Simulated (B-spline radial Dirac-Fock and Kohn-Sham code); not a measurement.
Ionisation of each subshell: Ir³⁰⁺

System: the Ir³⁰⁺ ion, configuration [Kr] 4d10 4f1; nuclear rms radius 5.4032 fm (A = 193).

The run's input, task.json:

```json
{"items": [{
  "Z": 77,
  "q": 30,
  "cfg": [[1, 0, 2], [2, 0, 2], [2, 1, 6], [3, 0, 2], [3, 1, 6], [3, 2, 10], [4, 0, 2], [4, 1, 6], [4, 2, 10], [4, 3, 1]],
  "A": 193,
  "rrms": 5.4032,
  "do": ["binding"]
}]}
```

Command: `python xray_run.py task.json out`

Method: Dirac-Fock energy differences between relaxed states, corrected for Breit and QED terms. Computed with a radial B-spline solver. Electron correlation is not included. Energies are counted from the vacuum level.

All terms are in eV, carry their sign (relaxation lowers the binding energy) and add up to the binding energy; ⟨r⟩ is the mean radius of the orbital in the initial state.

```
subshell  −ε (Koopmans)  relaxation    Breit  self-energy  vacuum polarisation  binding energy  ⟨r⟩ (bohr)
      1s        77685.5      -68.97  -262.07      -171.58                34.03         77216.9       0.017
      2s        14627.1      -32.36   -30.24       -25.17                 4.70         14544.1       0.073
   2p1/2        14027.8      -37.11   -49.77        -0.44                 0.25         13940.7       0.060
   2p3/2        12398.8      -33.60   -29.91        -1.94                -0.17         12333.2       0.069
      3s         4317.2      -10.83    -5.83        -5.85                 1.07          4295.8       0.189
   3p1/2         4051.1      -11.79    -9.73        -0.22                 0.06          4029.4       0.179
   3p3/2         3686.1      -10.47    -5.52        -0.49                -0.05          3669.6       0.194
   3d3/2         3249.3      -12.80    -4.28         0.43                -0.05          3232.6       0.169
   3d5/2         3171.5      -12.28    -2.82         0.21                -0.05          3156.6       0.174
      4s         1712.1       -1.97    -1.57        -1.65                 0.30          1707.2       0.401
   4p1/2         1595.7       -2.05    -2.58        -0.06                 0.02          1591.0       0.400
   4p3/2         1493.6       -1.75    -1.41        -0.13                -0.01          1490.2       0.424
   4d3/2         1301.0       -1.89    -0.99         0.11                -0.01          1298.2       0.420
   4d5/2         1280.3       -1.76    -0.59         0.06                -0.01          1278.0       0.428
      4f         1061.7       -2.00     0.02         0.08                -0.01          1059.8       0.407
```

For the deepest level, K (1s), the Breit terms make up -0.339 % of the binding energy, QED -0.178 % and orbital relaxation -0.089 %.

Spin-orbit splittings: 2p 1607.5 eV, 3p 359.8 eV, 3d 76.02 eV, 4p 100.8 eV, 4d 20.22 eV.

Going to the tabulated ground configuration of the next ion removes an electron from N6,7 (4f), computed at 1059.8 eV. NIST lists 1080 ± 50 eV as the ionisation energy of this species (theoretical), +20.17 eV from the computed value, within the stated uncertainty.
